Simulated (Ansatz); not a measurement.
Basis-set extrapolation for C2H5AlO, SMILES `[CH3][Al]1[CH2][O]1` (PBE0-D4/def2-TZVP geometry, frozen core, Ansatz 0.2.0). Multiplicity 1, RHF reference.

|  | def2-TZVPP | def2-QZVPP |
| --- | --- | --- |
| HF | -395.468951 | -395.483575 |
| MP2 correlation | -0.659926 | -0.706585 |
| CCSD(T) correlation | -0.715347 | not run |

Energies in hartree. Use E(X) = E(∞) + A·exp(−7.88·√X) for Hartree–Fock and E(X) = E(∞) + B·X^(−2.97) for correlation, with X = 3 and 4, and add CCSD(T) minus MP2 of the smaller set to the MP2 limit.

Problem. What is the CCSD(T) energy at the basis-set limit?

Solution. HF limit: -395.483575 + (-0.014624) × 0.13774 = -395.48559. MP2 limit: -0.706585 + (-0.046659) × 0.74074 = -0.74115. Higher-order term: -0.715347 − (-0.659926) = -0.05542. Total: -396.28216 hartree, 2.66 eV below CCSD(T)/def2-TZVPP.
